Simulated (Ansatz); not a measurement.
All values below come from CAM-B3LYP-D3(BJ)/def2-TZVP in Ansatz (a program for electronic structure). No frequencies were computed at this level.

Ansatz 0.2 input:
```yaml
crystal:
  periodic: [false, false, false]
  atoms:
    - { symbol: O, position_ang: [-1.005192, -0.836012, 1.381536] }
    - { symbol: C, position_ang: [-1.788215, -0.75802, 0.463794] }
    - { symbol: Si, position_ang: [-1.317328, 0.024511, -1.226147] }
    - { symbol: Si, position_ang: [0.882927, 0.642823, -0.870725] }
    - { symbol: Si, position_ang: [1.670868, 0.066813, 1.236043] }
    - { symbol: H, position_ang: [-2.813644, -1.154643, 0.612729] }
    - { symbol: H, position_ang: [-1.659059, -1.039851, -2.179254] }
    - { symbol: H, position_ang: [-2.370154, 1.030679, -1.41945] }
    - { symbol: H, position_ang: [0.981745, 2.08936, -1.14211] }
    - { symbol: H, position_ang: [1.685054, 0.055721, -1.960518] }
    - { symbol: H, position_ang: [0.985582, 0.780858, 2.309056] }
    - { symbol: H, position_ang: [3.085197, 0.47314, 1.33116] }
    - { symbol: H, position_ang: [1.662218, -1.37538, 1.463889] }
basis:
  gaussian: { orbitals: def2-tzvp }
hamiltonian:
  xc: cam_b3lyp
  dispersion: d3bj
relax:
  max_steps: 150
```

Output:

```
[...]
mean field -26847.35293762 eV, -986.6220226683 hartree, gradient 1.0e-5 eV, S^2 0.000000; 0 other end points of the search recorded, 0 dependent functions left out
reference -26847.35310183 eV, -986.6220287029 hartree; 32, 32 occupied and 189, 189 virtual orbitals, 1466 factors
relax step  16: F+E_penalty+E_count = -26847.66827662 eV  Δ(F+E_penalty+E_count) = -4.025e-4 eV  max|allowed force component| = 8.081e-2 eV/Å  Δτ_max = 0.0626 Å  (36 SCF iters, accepted)
these checks for a lower state are left out or cut short: starts, cluster_reference, orbital_swaps, neighbouring_geometries, increment
1466 factors; their error is unknown
517 factors; integrals over basis functions are off by at most 5.0e-7 eV
mean field evaluation 128: about -26847.3533 eV, gradient 8.5e-6 eV
mean field -26847.35329371 eV, -986.6220357543 hartree, gradient 8.5e-6 eV, S^2 0.000000; 0 other end points of the search recorded, 0 dependent functions left out
reference -26847.35345789 eV, -986.6220417878 hartree; 32, 32 occupied and 189, 189 virtual orbitals, 1466 factors
relax step  17: F+E_penalty+E_count = -26847.66862061 eV  Δ(F+E_penalty+E_count) = -3.440e-4 eV  max|allowed force component| = 8.101e-2 eV/Å  Δτ_max = 0.0381 Å  (36 SCF iters, accepted)
these checks for a lower state are left out or cut short: starts, cluster_reference, orbital_swaps, neighbouring_geometries, increment
1466 factors; their error is unknown
517 factors; integrals over basis functions are off by at most 5.0e-7 eV
mean field -26847.35432838 eV, -986.6220737774 hartree, gradient 2.6e-5 eV, S^2 0.000000; 0 other end points of the search recorded, 0 dependent functions left out
reference -26847.35449234 eV, -986.6220798031 hartree; 32, 32 occupied and 189, 189 virtual orbitals, 1466 factors
relax step  18: F+E_penalty+E_count = -26847.66944930 eV  Δ(F+E_penalty+E_count) = -8.287e-4 eV  max|allowed force component| = 1.104e-1 eV/Å  Δτ_max = 0.0927 Å  (34 SCF iters, accepted)
these checks for a lower state are left out or cut short: starts, cluster_reference, orbital_swaps, neighbouring_geometries, increment
1466 factors; their error is unknown
517 factors; integrals over basis functions are off by at most 5.1e-7 eV
mean field -26847.35440765 eV, -986.6220766906 hartree, gradient 1.0e-5 eV, S^2 0.000000; 0 other end points of the search recorded, 0 dependent functions left out
reference -26847.35457124 eV, -986.6220827027 hartree; 32, 32 occupied and 189, 189 virtual orbitals, 1466 factors
relax step  19: F+E_penalty+E_count = -26847.66917450 eV  Δ(F+E_penalty+E_count) = +2.748e-4 eV  max|allowed force component| = 1.543e-1 eV/Å  Δτ_max = 0.0898 Å  (35 SCF iters, rejected (line search))
these checks for a lower state are left out or cut short: starts, cluster_reference, orbital_swaps, neighbouring_geometries, increment
1466 factors; their error is unknown
517 factors; integrals over basis functions are off by at most 5.0e-7 eV
mean field -26847.35647644 eV, -986.6221527172 hartree, gradient 8.9e-6 eV, S^2 0.000000; 0 other end points of the search recorded, 0 dependent functions left out
reference -26847.35664011 eV, -986.6221587323 hartree; 32, 32 occupied and 189, 189 virtual orbitals, 1466 factors
relax step  20: F+E_penalty+E_count = -26847.67167273 eV  Δ(F+E_penalty+E_count) = -2.223e-3 eV  max|allowed force component| = 8.004e-2 eV/Å  Δτ_max = 0.0437 Å  (34 SCF iters, accepted)
these checks for a lower state are left out or cut short: starts, cluster_reference, orbital_swaps, neighbouring_geometries, increment
1466 factors; their error is unknown
517 factors; integrals over basis functions are off by at most 5.1e-7 eV
mean field -26847.35790646 eV, -986.6222052696 hartree, gradient 1.1e-5 eV, S^2 0.000000; 0 other end points of the search recorded, 0 dependent functions left out
reference -26847.35806971 eV, -986.6222112688 hartree; 32, 32 occupied and 189, 189 virtual orbitals, 1466 factors
relax step  21: F+E_penalty+E_count = -26847.67327340 eV  Δ(F+E_penalty+E_count) = -1.601e-3 eV  max|allowed force component| = 7.106e-2 eV/Å  Δτ_max = 0.0713 Å  (35 SCF iters, accepted)
these checks for a lower state are left out or cut short: starts, cluster_reference, orbital_swaps, neighbouring_geometries, increment
1466 factors; their error is unknown
517 factors; integrals over basis functions are off by at most 5.1e-7 eV
mean field evaluation 160: about -26847.3590 eV, gradient 1.7e-4 eV
mean field -26847.35897398 eV, -986.6222445002 hartree, gradient 2.0e-5 eV, S^2 0.000000; 0 other end points of the search recorded, 0 dependent functions left out
reference -26847.35913689 eV, -986.6222504870 hartree; 32, 32 occupied and 189, 189 virtual orbitals, 1466 factors
relax step  22: F+E_penalty+E_count = -26847.67461870 eV  Δ(F+E_penalty+E_count) = -1.345e-3 eV  max|allowed force component| = 1.757e-1 eV/Å  Δτ_max = 0.0963 Å  (35 SCF iters, accepted)
these checks for a lower state are left out or cut short: starts, cluster_reference, orbital_swaps, neighbouring_geometries, increment
1466 factors; their error is unknown
517 factors; integrals over basis functions are off by at most 5.1e-7 eV
mean field -26847.35989089 eV, -986.6222781959 hartree, gradient 8.5e-6 eV, S^2 0.000000; 0 other end points of the search recorded, 0 dependent functions left out
reference -26847.36005376 eV, -986.6222841813 hartree; 32, 32 occupied and 189, 189 virtual orbitals, 1466 factors
relax step  23: F+E_penalty+E_count = -26847.67561241 eV  Δ(F+E_penalty+E_count) = -9.937e-4 eV  max|allowed force component| = 1.749e-1 eV/Å  Δτ_max = 0.0243 Å  (36 SCF iters, accepted)
these checks for a lower state are left out or cut short: starts, cluster_reference, orbital_swaps, neighbouring_geometries, increment
1466 factors; their error is unknown
517 factors; integrals over basis functions are off by at most 5.1e-7 eV
mean field -26847.36071146 eV, -986.6223083515 hartree, gradient 1.1e-5 eV, S^2 0.000000; 0 other end points of the search recorded, 0 dependent functions left out
reference -26847.36087467 eV, -986.6223143493 hartree; 32, 32 occupied and 189, 189 virtual orbitals, 1466 factors
relax step  24: F+E_penalty+E_count = -26847.67698728 eV  Δ(F+E_penalty+E_count) = -1.375e-3 eV  max|allowed force component| = 2.389e-1 eV/Å  Δτ_max = 0.1085 Å  (33 SCF iters, accepted)
these checks for a lower state are left out or cut short: starts, cluster_reference, orbital_swaps, neighbouring_geometries, increment
1466 factors; their error is unknown
517 factors; integrals over basis functions are off by at most 5.1e-7 eV
mean field -26847.36206507 eV, -986.6223580958 hartree, gradient 1.1e-5 eV, S^2 0.000000; 0 other end points of the search recorded, 0 dependent functions left out
reference -26847.36222846 eV, -986.6223641001 hartree; 32, 32 occupied and 189, 189 virtual orbitals, 1466 factors
relax step  25: F+E_penalty+E_count = -26847.67834069 eV  Δ(F+E_penalty+E_count) = -1.353e-3 eV  max|allowed force component| = 2.404e-1 eV/Å  Δτ_max = 0.0410 Å  (36 SCF iters, accepted)
these checks for a lower state are left out or cut short: starts, cluster_reference, orbital_swaps, neighbouring_geometries, increment
1466 factors; their error is unknown
517 factors; integrals over basis functions are off by at most 5.1e-7 eV
mean field -26847.36261143 eV, -986.6223781739 hartree, gradient 8.6e-6 eV, S^2 0.000000; 0 other end points of the search recorded, 0 dependent functions left out
reference -26847.36277488 eV, -986.6223841809 hartree; 32, 32 occupied and 189, 189 virtual orbitals, 1466 factors
relax step  26: F+E_penalty+E_count = -26847.67884781 eV  Δ(F+E_penalty+E_count) = -5.071e-4 eV  max|allowed force component| = 1.977e-1 eV/Å  Δτ_max = 0.0086 Å  (37 SCF iters, accepted)
these checks for a lower state are left out or cut short: starts, cluster_reference, orbital_swaps, neighbouring_geometries, increment
1466 factors; their error is unknown
517 factors; integrals over basis functions are off by at most 5.1e-7 eV
mean field evaluation 192: about -26847.2888 eV, gradient 8.4e-1 eV
mean field -26847.36316363 eV, -986.6223984670 hartree, gradient 8.4e-6 eV, S^2 0.000000; 0 other end points of the search recorded, 0 dependent functions left out
reference -26847.36332719 eV, -986.6224044779 hartree; 32, 32 occupied and 189, 189 virtual orbitals, 1466 factors
relax step  27: F+E_penalty+E_count = -26847.67952086 eV  Δ(F+E_penalty+E_count) = -6.731e-4 eV  max|allowed force component| = 5.672e-2 eV/Å  Δτ_max = 0.0160 Å  (37 SCF iters, accepted)
these checks for a lower state are left out or cut short: starts, cluster_reference, orbital_swaps, neighbouring_geometries, increment
1466 factors; their error is unknown
517 factors; integrals over basis functions are off by at most 5.1e-7 eV
mean field -26847.36320831 eV, -986.6224001090 hartree, gradient 8.4e-6 eV, S^2 0.000000; 0 other end points of the search recorded, 0 dependent functions left out
reference -26847.36337198 eV, -986.6224061238 hartree; 32, 32 occupied and 189, 189 virtual orbitals, 1466 factors
relax step  28: F+E_penalty+E_count = -26847.67967396 eV  Δ(F+E_penalty+E_count) = -1.531e-4 eV  max|allowed force component| = 1.218e-2 eV/Å  Δτ_max = 0.0147 Å  (37 SCF iters, accepted)
these checks for a lower state are left out or cut short: starts, cluster_reference, orbital_swaps, neighbouring_geometries, increment
1466 factors; their error is unknown
517 factors; integrals over basis functions are off by at most 5.1e-7 eV
mean field -26847.36330661 eV, -986.6224037214 hartree, gradient 8.6e-6 eV, S^2 0.000000; 0 other end points of the search recorded, 0 dependent functions left out
reference -26847.36347063 eV, -986.6224097490 hartree; 32, 32 occupied and 189, 189 virtual orbitals, 1466 factors
relax step  29: F+E_penalty+E_count = -26847.67988755 eV  Δ(F+E_penalty+E_count) = -2.136e-4 eV  max|allowed force component| = 3.474e-2 eV/Å  Δτ_max = 0.0425 Å  (36 SCF iters, accepted)
these checks for a lower state are left out or cut short: starts, cluster_reference, orbital_swaps, neighbouring_geometries, increment
1466 factors; their error is unknown
517 factors; integrals over basis functions are off by at most 5.1e-7 eV
mean field -26847.36336226 eV, -986.6224057664 hartree, gradient 8.4e-6 eV, S^2 0.000000; 0 other end points of the search recorded, 0 dependent functions left out
reference -26847.36352645 eV, -986.6224118004 hartree; 32, 32 occupied and 189, 189 virtual orbitals, 1466 factors
relax step  30: F+E_penalty+E_count = -26847.67994361 eV  Δ(F+E_penalty+E_count) = -5.606e-5 eV  max|allowed force component| = 3.002e-2 eV/Å  Δτ_max = 0.0216 Å  (37 SCF iters, accepted)
these checks for a lower state are left out or cut short: starts, cluster_reference, orbital_swaps, neighbouring_geometries, increment
1466 factors; their error is unknown
517 factors; integrals over basis functions are off by at most 5.1e-7 eV
mean field evaluation 224: about -26847.3634 eV, gradient 3.6e-3 eV
mean field -26847.36340712 eV, -986.6224074152 hartree, gradient 8.4e-6 eV, S^2 0.000000; 0 other end points of the search recorded, 0 dependent functions left out
reference -26847.36357139 eV, -986.6224134521 hartree; 32, 32 occupied and 189, 189 virtual orbitals, 1466 factors
relax step  31: F+E_penalty+E_count = -26847.67996896 eV  Δ(F+E_penalty+E_count) = -2.535e-5 eV  max|allowed force component| = 1.066e-2 eV/Å  Δτ_max = 0.0138 Å  (36 SCF iters, accepted)
these checks for a lower state are left out or cut short: starts, cluster_reference, orbital_swaps, neighbouring_geometries, increment
1466 factors; their error is unknown
517 factors; integrals over basis functions are off by at most 5.1e-7 eV
mean field -26847.36346432 eV, -986.6224095171 hartree, gradient 2.5e-5 eV, S^2 0.000000; 0 other end points of the search recorded, 0 dependent functions left out
reference -26847.36362855 eV, -986.6224155527 hartree; 32, 32 occupied and 189, 189 virtual orbitals, 1466 factors
relax step  32: F+E_penalty+E_count = -26847.67998823 eV  Δ(F+E_penalty+E_count) = -1.928e-5 eV  max|allowed force component| = 4.437e-3 eV/Å  Δτ_max = 0.0062 Å  (27 SCF iters, accepted)
1466 factors; their error is unknown
517 factors; integrals over basis functions are off by at most 5.1e-7 eV
mean field -26847.36346432 eV, -986.6224095171 hartree, gradient 3.0e-5 eV, S^2 0.000000; 1 other end points of the search recorded, 0 dependent functions left out
reference -26847.36362855 eV, -986.6224155527 hartree; 32, 32 occupied and 189, 189 virtual orbitals, 1466 factors
Total energy: -26847.68015247 eV, -986.6340475921 hartree
Atom 0 at    -1.438759    -0.438413     1.564352 Å, force     0.001210    -0.001071     0.002699 eV/Å
Atom 1 at    -2.069445    -0.520520     0.539015 Å, force    -0.003411     0.003852    -0.001119 eV/Å
Atom 2 at    -1.237353    -0.219875    -1.169981 Å, force    -0.001963    -0.004437    -0.002142 eV/Å
Atom 3 at     0.798937     0.850045    -0.773224 Å, force     0.000628     0.002602    -0.004080 eV/Å
Atom 4 at     1.853669    -0.062909     1.105360 Å, force    -0.000909     0.000736     0.001276 eV/Å
Atom 5 at    -3.147159    -0.790993     0.594563 Å, force     0.001339    -0.001370    -0.000022 eV/Å
Atom 6 at    -1.053268    -1.561333    -1.774762 Å, force    -0.000161     0.003821     0.000772 eV/Å
Atom 7 at    -2.187546     0.533911    -2.021906 Å, force     0.003179    -0.001401     0.001908 eV/Å
Atom 8 at     0.546825     2.297431    -0.578487 Å, force     0.001392    -0.002986     0.000008 eV/Å
Atom 9 at     1.643375     0.691631    -1.981547 Å, force    -0.000444     0.000840     0.003199 eV/Å
Atom 10 at     1.346599     0.562770     2.340938 Å, force     0.000204    -0.000559    -0.001031 eV/Å
Atom 11 at     3.312276     0.182312     1.008256 Å, force    -0.001041     0.000713    -0.001046 eV/Å
Atom 12 at     1.631848    -1.524059     1.147426 Å, force    -0.000022    -0.000740    -0.000421 eV/Å
Dipole moment:    -0.190533    -0.002080    -0.351506 e Å
```

Cost: roughly 9 core-minutes.
